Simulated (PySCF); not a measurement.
## Electronic structure of Si (silicon, neutral) at the UHF level

Configuration: [Ne] 3s1 3p2 4s1, high-spin 5P determinant (an excited configuration). Calculation: PySCF 2.14, in aug-cc-pV(5+d)Z (8s7p6d4f3g2h, 136 functions); no relativity, point nucleus.

```
Total energy                                                  : -288.547708 hartree
One-electron energy                                           : -397.6123 hartree
Hartree (Coulomb) energy                                      : 129.3193 hartree
Exchange energy                                               : -20.2548 hartree
Kinetic energy                                                : 288.57811 hartree
⟨S²⟩                                                          : 6.0001
⟨L²⟩                                                          : 2.055
Sum of ⟨r⟩                                                    : 17.72 bohr
Sum of ⟨r²⟩                                                   : 64.59 bohr²
Traceless quadrupole moment −½Σ⟨3z² − r²⟩ along its main axis : 0.339 e·bohr²
Density at the nucleus (Gaussians lack the cusp)              : 1760 bohr⁻³
Spin density at the nucleus                                   : 5.03 bohr⁻³
Langevin diamagnetic susceptibility                           : -51.2 ×10⁻⁶ cm³/mol
```

| shell | electrons | mean orbital energy (eV) | spread (eV) | rms radius, mean of both spins (bohr) |
| --- | --- | --- | --- | --- |
| 1s α | 1 | -1878.7 | 0 | 0.129 |
| 1s β | 1 | -1877.9 | 0 | 0.129 |
| 2s α | 1 | -173.76 | 0 | 0.615 |
| 2s β | 1 | -172.47 | 0 | 0.615 |
| 2p α | 3 | -122.15 | 0.376 | 0.599 |
| 2p β | 3 | -121.04 | 0.508 | 0.599 |
| 3s α | 1 | -22.598 | 0 | 2.20 |
| 3p α | 2 | -12.960 | 0 | 2.62 |
| 4s α | 1 | -3.061 | 0 | 6.57 |

The outer electron is Rydberg-like, and this basis confines it to a smaller radius and binds it less than a complete one would.

Spin-orbit constants ζ (cm⁻¹) from the X2C one-electron operator on these orbitals (non-relativistic here): bare nucleus, nucleus screened by l(l+1)(2l+1)/3 electrons, and screened by the Breit-Pauli mean field of the electrons.

| shell | bare | screened nucleus | mean field |
| --- | --- | --- | --- |
| 2p | 3866 | 3314 | 3065 |
| 3p | 223.5 | 191.5 | 174.2 |

To first order the Landé constant is A = 43.55 cm⁻¹, so the lowest level has J = 1 and lies 0.0162 eV below the centre of the term. This holds in LS coupling only.
